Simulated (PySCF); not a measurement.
**SMILES CO[C@@H]1C[C@@H]1C#N, C5H7NO**

Cartesian coordinates in Å; atom numbers follow the order of the lines, from 1:
```xyz
14

C     1.807    0.841    0.611
O     1.084    0.103   -0.352
C     0.180   -0.786    0.191
C    -1.028   -1.118   -0.612
C    -1.195   -0.310    0.657
C    -1.529    1.064    0.560
N    -1.796    2.176    0.497
H     2.352    0.174    1.290
H     2.514    1.454    0.057
H     1.143    1.487    1.195
H     0.634   -1.566    0.805
H    -1.144   -0.587   -1.544
H    -1.394   -2.133   -0.620
H    -1.627   -0.801    1.523
```

Computed, not measured: TDDFT BHandHLYP/def2-SVPD circular dichroism and optical rotation, one conformer, gas phase in PySCF. Geometry: GFN2-xTB.

The molecule is flexible and this is one conformer; a measurement averages over conformers.

Stereocentres: C3 R, C5 R.

Task: Give the optical rotatory dispersion at 633, 589.3, 546, 436, 405, 365, 355 nm.

Result: [α] in deg dm⁻¹ (g/mL)⁻¹:
```csv
λ (nm),origin-invariant length gauge,modified velocity gauge,length gauge (centre of mass),isotropic polarisability (au)
633,+290.7,+283.4,+291.3,64.7
589.3,+339.0,+330.6,+339.7,64.9
546,+400.2,+390.3,+401.1,65.2
436,+662.8,+646.9,+664.4,66.2
405,+787.2,+768.6,+789.2,66.6
365,+1011.1,+987.7,+1013.8,67.4
355,+1083.0,+1058.1,+1085.8,67.6
```

Task: And for the mirror image at 589.3 nm?

Result: -339.0 deg dm⁻¹ (g/mL)⁻¹ (origin-invariant length gauge): the same size and the opposite sign.

Task: What is the molar rotation [Φ] = [α]·M/100 of the geometry above at 589.3 nm?

Result: With M = 97.12 g/mol, +329.2 deg cm² dmol⁻¹ (origin-invariant length gauge).

The first excitation lies at 7.07 eV (175 nm) with R = +6.2 × 10⁻⁴⁰ esu² cm² (velocity form).
